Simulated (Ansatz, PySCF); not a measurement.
System: sum formula LiNH$_{3}$F, net charge 0, singlet state. 
Coordinates optimised at B3LYP-D3(BJ)/def2-TZVP (Ansatz, a quantum-chemistry and plane-wave program):
```xyz
6

N      0.0070    -0.0022    -1.7162
H      0.8171    -0.4835    -2.0954
H     -0.8121    -0.4625    -2.1021
H      0.0207     0.9380    -2.1004
Li    -0.0014     0.0004     0.3327
F     -0.0078     0.0024     1.9236
```

Total electronic energies in hartree. Cores are frozen in the correlated levels unless marked. No spin-orbit coupling. Non-relativistic. Basis-set limits of correlation are two-point, X^-3; Hartree-Fock from the larger set.

```tsv
level	program	energy (Eh)
BLYP-D4/def2-TZVPD	Ansatz + dftd4	-164.06079
PBE0/6-31G*	Ansatz	-163.81305
r2SCAN0/def2-TZVPD	Ansatz	…
PW6B95/def2-TZVPD	PySCF	…
B2PLYP-D4/def2-TZVPD	Ansatz + dftd4	-163.97262
B2PLYP/def2-TZVPD	Ansatz	-163.97170
SCS-MP2/def2-TZVPPD	Ansatz	-163.74885
CCSD(T)/STO-3G	Ansatz	-161.03668
CCSD(T)/CBS(def2-TZVPP,def2-QZVPP)	Ansatz	-163.8559
```

Question: Complete the blanks.

Answer: 
- r2SCAN0/def2-TZVPD, energy (Eh): -163.97753
- PW6B95/def2-TZVPD, energy (Eh): -164.27059
